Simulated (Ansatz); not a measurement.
Geometry optimisation, Ansatz, DFT PBE-D3(BJ), scalar-relativistic, plane waves, PAW.

Input:

```yaml
crystal:
  lattice:
    - [6.62, 0.0, 0.0]
    - [3.31, 5.733088, 0.0]
    - [0.0, 0.0, 17.27614]
  atoms:
    - { symbol: Sc, position: [0.0, 0.0, 0.0578833] }
    - { symbol: Sc, position: [0.5, 0.0, 0.0578833] }
    - { symbol: Sc, position: [-1.0e-08, 0.50000002, 0.0578833] }
    - { symbol: Sc, position: [0.49999999, 0.50000002, 0.0578833] }
    - { symbol: Sc, position: [-0.16666667, 0.33333334, 0.2105835] }
    - { symbol: Sc, position: [0.33333333, 0.33333334, 0.2105835] }
    - { symbol: Sc, position: [-0.16666668, 0.83333336, 0.2105835] }
    - { symbol: Sc, position: [0.33333332, 0.83333336, 0.2105835] }
    - { symbol: Sc, position: [0.0, 0.0, 0.3632837] }
    - { symbol: Sc, position: [0.5, 0.0, 0.3632837] }
    - { symbol: Sc, position: [-1.0e-08, 0.50000002, 0.3632837] }
    - { symbol: Sc, position: [0.49999999, 0.50000002, 0.3632837] }
    - { symbol: C, position: [0.33333333, 0.33333334, 0.48946929] }
    - { symbol: H, position: [0.45541684, 0.15814393, 0.4686313] }
    - { symbol: H, position: [0.38558987, 0.45618973, 0.4686313] }
    - { symbol: H, position: [0.157808, 0.38736725, 0.4686313] }
    - { symbol: H, position: [0.33333333, 0.33333334, 0.55256209] }
basis:
  ecutwfc: 420.0
kpoints:
  mp_grid: { grid: [4, 4, 1] }
hamiltonian:
  xc: pbe
  dispersion: d3bj
scf:
  occupations: { method: gaussian, width: 0.1 }
  lower_state_search: "off"
relax:
  f_tol: 0.03
  max_steps: 60
  adjacent_minimum: "off"
  constraints: [{ sites: [0, 1, 2, 3] }]
output:
  write_density: true
  write_potential: true
  elf: true
  volumetric_format: npy
```

Command:

```bash
$ ansatz run input.yaml --threads 4 --pin off --max-ram 10240MiB --backend cpu --events-out ev --progress --plain --runs-dir out
```

Q: Where does it end, and by what steps?

A: The run converged. The force dipped under the threshold on the way, but the program's further checks kept it going. Limits of this set-up: coarse k mesh, thin slab, slab without dipole correction, a typed lattice constant that wasn't relaxed here. After 14 steps the energy has fallen by 1.057 eV; H16 moved furthest, 1.17 Å. Parted: Sc10–H14 (2.05 → 3.43 Å), Sc11–H16 (2.04 → 3.43 Å), Sc12–H15 (2.05 → 3.42 Å).

```tsv
step	energy less start (eV)	largest force component (eV/Å)	accepted
0	0.0000	1.040	yes
1	-0.6092	0.359	yes
2	-0.7990	0.456	yes
3	-0.9480	0.195	yes
4	-1.0089	0.094	yes
5	-1.0373	0.080	yes
6	-1.0476	0.051	yes
7	-1.0370	0.553	no
8	-1.0519	0.013	yes
9	-1.0534	0.157	yes
10	-1.0554	0.045	yes
11	-1.0547	0.053	no
12	-1.0558	0.007	yes
13	-1.0564	0.068	yes
14	-1.0567	0.029	yes
```

```xyz
17
Lattice="6.6200 0.0000 0.0000 3.3100 5.7331 0.0000 0.0000 0.0000 17.2761" Properties=species:S:1:pos:R:3
Sc 0.000 0.000 1.000
Sc 3.310 0.000 1.000
Sc 1.655 2.867 1.000
Sc 4.965 2.867 1.000
Sc 0.000 1.925 3.450
Sc 3.310 1.911 3.505
Sc 1.643 4.770 3.450
Sc 4.977 4.770 3.450
Sc 0.000 0.000 5.857
Sc 3.310 -0.031 5.940
Sc 1.628 2.882 5.940
Sc 4.992 2.883 5.940
C 3.311 1.914 9.303
H 4.193 1.369 8.940
H 3.341 2.951 8.938
H 2.397 1.422 8.941
H 3.312 1.916 10.399
```

Whether the end is a true minimum wasn't checked by a vibrational analysis.

The run took 2.2 min on 4 threads of AMD EPYC 7R13 Processor (Zen 3), on a shared host, peak memory 1.8 GiB.
